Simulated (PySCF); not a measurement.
A structure optimised at PBE-D3(BJ)/def2-SVP, used in a PySCF frequency run:

```xyz
13

O     -0.8459    -2.4722     0.0000
Si     0.6678    -1.7544     0.0000
C      0.2283     0.0959     0.0000
N     -1.0625     0.3288     0.0000
C     -1.2092     1.8141     0.0000
Si     0.7153     1.9414     0.0000
H     -1.4911    -1.7214     0.0000
H      1.4780    -2.0977     1.2203
H      1.4780    -2.0977    -1.2203
H     -1.7673     2.1621    -0.8947
H     -1.7673     2.1621     0.8947
H      1.3984     2.4959     1.2235
H      1.3984     2.4959    -1.2235
```
Charge 0, spin multiplicity 1.

Write its SMILES, formula and point group.

O[SiH2]C1=NC[SiH2]1, C2H7NOSi2, Cs

What are its rotational constants (standard atomic weights)?

5.2212, 1.3561, 1.1127 GHz
